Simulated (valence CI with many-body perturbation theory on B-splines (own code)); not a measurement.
Energy levels of Sb¹⁸⁺

Calculated by valence CI with perturbative core correlation (CI+MBPT): five valence electrons over a frozen Dirac-Fock core [Ar] 3d10, radial functions for each j: 9 s, 9 p, 8 d, 6 f, 3 g, 1 h, with the one-electron correlation potential Σ1, the two-electron term Σ2, the three-electron term Σ3, Breit, model QED; selected CI, second order for the rest, scaled by the run's own slope (own B-spline code, finite nucleus).

No measured spectrum was set against this ion. As an estimate, levels hold to about 250 cm⁻¹ or 0.2 % of their energy and the worst to 1 %, as in measured heavy ions of charge 2 to 7; those with d or f electrons hold less well. Among the levels kept, up to 1100 cm⁻¹ of a level comes from second order outside the variational space, and about a tenth of that is noise between levels of different J, which matters for small intervals.

Levels 1 to 33 of 33, with energies above the lowest level, 4s²4p³ ⁴S°_3/2. "Leading %" is the weight of the configuration and term that name the level; weights of strongly mixed levels are sums over their largest components and can fall short. In the jj column 3d3/2^4 stands for four electrons in 3d with j = 3/2.

```
No.  Configuration  Term    J  E (cm⁻¹)  Leading %                     Leading jj  Second component
  1         4s²4p³   ⁴S°  3/2         0         48      4s^2 4p1/2^2 4p3/2 (91 %)   33 % 4s²4p³ ²P°
  2         4s²4p³   ²D°  3/2     74709         53      4s^2 4p1/2 4p3/2^2 (92 %)   40 % 4s²4p³ ⁴S°
  3         4s²4p³   ²D°  5/2     96297         98      4s^2 4p1/2 4p3/2^2 (98 %)                  
  4         4s²4p³   ²P°  1/2    126230         98      4s^2 4p1/2 4p3/2^2 (98 %)                  
  5         4s²4p³   ²P°  3/2    200180         60            4s^2 4p3/2^3 (95 %)   27 % 4s²4p³ ²D°
  6          4s4p⁴    ⁴P  5/2    425170         82      4s 4p1/2^2 4p3/2^2 (87 %)     12 % 4s4p⁴ ²D
  7          4s4p⁴    ⁴P  3/2    473780         64      4s 4p1/2^2 4p3/2^2 (53 %)     17 % 4s4p⁴ ²D
  8          4s4p⁴    ⁴P  1/2    479050         66      4s 4p1/2^2 4p3/2^2 (68 %)     26 % 4s4p⁴ ²S
  9          4s4p⁴    ²D  3/2    531060         48        4s 4p1/2 4p3/2^3 (64 %)     27 % 4s4p⁴ ⁴P
 10          4s4p⁴    ²D  5/2    554890         74        4s 4p1/2 4p3/2^3 (82 %)     12 % 4s4p⁴ ⁴P
 11          4s4p⁴    ²P  1/2    594680         36        4s 4p1/2 4p3/2^3 (52 %)     31 % 4s4p⁴ ²S
 12          4s4p⁴    ²P  3/2    600510         25        4s 4p1/2 4p3/2^3 (44 %)  20 % 4s²4p²4d ²P
 13       4s²4p²4d    ⁴F  3/2    614890         48      4s^2 4p1/2^2 4d3/2 (42 %)     29 % 4s4p⁴ ²P
 14       4s²4p²4d    ⁴F  5/2    635430         43      4s^2 4p1/2^2 4d5/2 (71 %)  28 % 4s²4p²4d ⁴D
 15       4s²4p²4d    ²F  5/2    672980         59  4s^2 4p1/2 4p3/2 4d3/2 (89 %)  33 % 4s²4p²4d ⁴F
 16       4s²4p²4d    ⁴D  1/2    674680         56  4s^2 4p1/2 4p3/2 4d3/2 (67 %)     14 % 4s4p⁴ ²S
 17       4s²4p²4d    ⁴F  7/2    685290         76  4s^2 4p1/2 4p3/2 4d5/2 (53 %)  12 % 4s²4p²4d ²G
 18       4s²4p²4d    ⁴D  3/2    688500         53  4s^2 4p1/2 4p3/2 4d3/2 (72 %)  23 % 4s²4p²4d ⁴F
 19       4s²4p²4d    ²F  7/2    691300         45  4s^2 4p1/2 4p3/2 4d5/2 (62 %)  45 % 4s²4p²4d ⁴D
 20          4s4p⁴    ²P  1/2    698850         33              4s 4p3/2^4 (42 %)  32 % 4s²4p²4d ⁴D
 21       4s²4p²4d    ⁴F  9/2    709340         62  4s^2 4p1/2 4p3/2 4d5/2 (89 %)  36 % 4s²4p²4d ²G
 22       4s²4p²4d    ⁴D  5/2    717820         38  4s^2 4p1/2 4p3/2 4d5/2 (74 %)  28 % 4s²4p²4d ²F
 23       4s²4p²4d    ²P  3/2    729940         48  4s^2 4p1/2 4p3/2 4d5/2 (65 %)  20 % 4s²4p²4d ⁴D
 24       4s²4p²4d    ²G  7/2    751650         59  4s^2 4p1/2 4p3/2 4d5/2 (46 %)  16 % 4s²4p²4d ⁴F
 25       4s²4p²4d    ⁴P  5/2    756680         56  4s^2 4p1/2 4p3/2 4d5/2 (43 %)  18 % 4s²4p²4d ²D
 26       4s²4p²4d    ⁴P  3/2    762970         48  4s^2 4p1/2 4p3/2 4d3/2 (56 %)  29 % 4s²4p²4d ²P
 27       4s²4p²4d    ⁴P  1/2    764730         46  4s^2 4p1/2 4p3/2 4d3/2 (77 %)  23 % 4s²4p²4d ²S
 28       4s²4p²4d    ²D  3/2    783820         73  4s^2 4p1/2 4p3/2 4d5/2 (55 %)  10 % 4s²4p²4d ⁴P
 29       4s²4p²4d    ²F  7/2    790160         49      4s^2 4p3/2^2 4d5/2 (94 %)  34 % 4s²4p²4d ⁴D
 30       4s²4p²4d    ²D  5/2    800320         65  4s^2 4p1/2 4p3/2 4d5/2 (44 %)  28 % 4s²4p²4d ²F
 31       4s²4p²4d    ²G  9/2    801560         62      4s^2 4p3/2^2 4d5/2 (89 %)  36 % 4s²4p²4d ⁴F
 32       4s²4p²4d    ²P  1/2    802130         55  4s^2 4p1/2 4p3/2 4d5/2 (34 %)     17 % 4s4p⁴ ²P
 33       4s²4p²4d    ²P  1/2    824910         72  4s^2 4p1/2 4p3/2 4d5/2 (44 %)  11 % 4s²4p²4d ⁴P
```

Names give the largest LS component (configuration and term), which can be under half, so a name can repeat, a term be missing and a line seem to break the LS rules; names also repeat where a configuration has a term twice.

The ionisation energy to 4s²4p² ³P0 of the next ion comes out as 511.24 eV (NIST: 510 ± 3 eV (theoretical)). All 33 levels together are meant to be complete up to 833600 cm⁻¹.
